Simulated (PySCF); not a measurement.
## Electron correlation in Si²⁺ (silicon, charge +2)

[Ne] 3s2, closed-shell 1S. Computed with PySCF 2.14 in aug-cc-pVDZ-DK (5s4p2d, 27 functions), with scalar relativity by spin-free X2C-1e. Frozen: [Ne]; 2 electrons correlated.

Total MP2 correlation energy: -28.80 mhartree.

Same-spin part 0.00 and opposite-spin part -28.80 mhartree; SCS-MP2 scales them by 1/3 and 6/5 to -34.55 mhartree.

With two correlated electrons CCSD is exact within the correlated space (frozen core and kept virtual orbitals).

```
level  correlation energy (mhartree)
 CCSD                         -43.45
```

Diagnostics: T1 = 0.0053, D1 = 0.0075, largest double amplitude 0.117.

**Question.** Is a single reference adequate?

**Answer.** Mostly. T1 lies below 0.03, but a double amplitude of this size points to a near-degeneracy that CCSD handles and MP2 describes poorly.
